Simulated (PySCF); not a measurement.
## ECD: `OC[C@@H]1C[C@H]1C(Cl)(Cl)Cl`, C₅H₇Cl₃O

Geometry (Å), atoms numbered from 1 in this order:
```xyz
16

O     1.9092    1.6401   -0.1126
C     1.8147    0.2477   -0.2864
C     0.6074   -0.3452    0.4103
C    -0.2368   -1.3827   -0.2615
C    -0.7599    0.0160   -0.1069
C    -1.8807    0.3310    0.8331
Cl   -1.7722    2.0360    1.3575
Cl   -1.8750   -0.6853    2.2848
Cl   -3.4517    0.1042    0.0105
H     1.8904    1.8434    0.8294
H     2.7261   -0.2509    0.0767
H     1.7451    0.0958   -1.3659
H     0.7102   -0.4201    1.4864
H    -0.6720   -2.1578    0.3490
H     0.0329   -1.7026   -1.2559
H    -0.7955    0.6393   -0.9924
```

Method used: TDDFT CAM-B3LYP/def2-SVPD circular dichroism and optical rotation, one conformer, gas phase in PySCF 2.14.0. Geometry: GFN2-xTB.

The molecule is flexible and this is one conformer; a measurement averages over conformers.

(1) Assign R or S to each stereocentre.

(2) List the lowest 12 singlet excitations with oscillator and rotatory strengths.

Answers

(1) C3 R, C5 R.

(2) Rotatory strengths R in 10⁻⁴⁰ esu² cm², velocity form and length form (origin at the centre of mass); f in length form.
| state | E (eV) | λ (nm) | f | R (velocity) | R (length) | main |
| --- | --- | --- | --- | --- | --- | --- |
| 1 | 6.52 | 190 | 0.0004 | +0.5 | +0.5 | HOMO−1→LUMO 0.57, HOMO−2→LUMO 0.25 |
| 2 | 6.70 | 185 | 0.003 | -1.8 | -2.0 | HOMO−2→LUMO 0.29, HOMO→LUMO 0.22 |
| 3 | 6.88 | 180 | 0.011 | +1.3 | +1.3 | HOMO−3→LUMO 0.48, HOMO−4→LUMO 0.11 |
| 4 | 7.14 | 174 | 0.007 | +21.0 | +20.3 | HOMO→LUMO+3 0.44, HOMO→LUMO+2 0.18 |
| 5 | 7.18 | 173 | 0.022 | -6.3 | -6.1 | HOMO−1→LUMO+2 0.20, HOMO−6→LUMO 0.16 |
| 6 | 7.28 | 170 | 0.018 | -1.3 | -1.3 | HOMO−2→LUMO+1 0.27, HOMO−1→LUMO+1 0.20 |
| 7 | 7.32 | 169 | 0.0003 | +0.2 | +0.2 | HOMO−1→LUMO+2 0.20, HOMO−8→LUMO 0.14 |
| 8 | 7.62 | 163 | 0.0006 | -1.5 | -1.3 | HOMO→LUMO+1 0.26, HOMO−1→LUMO+1 0.17 |
| 9 | 7.76 | 160 | 0.011 | +4.7 | +4.7 | HOMO−4→LUMO 0.23, HOMO−1→LUMO+1 0.18 |
| 10 | 7.82 | 158 | 0.043 | +4.2 | +4.2 | HOMO−2→LUMO+2 0.30, HOMO→LUMO+2 0.16 |
| 11 | 7.94 | 156 | 0.001 | -2.4 | -2.6 | HOMO→LUMO 0.22, HOMO−3→LUMO+1 0.14 |
| 12 | 7.97 | 156 | 0.006 | -1.1 | -0.9 | HOMO−3→LUMO+2 0.30, HOMO−1→LUMO+2 0.14 |

Among the states computed, the strongest CD band (largest |R|) is state 4. The largest dissymmetry factor in size, g = 4R/(D+G), with D and G the electric and magnetic dipole strengths, is +0.03 for state 4 (velocity form, f = 0.008), among bands with |R| over 0.5. The mirror image has the same energies and oscillator strengths and all R with the opposite sign.
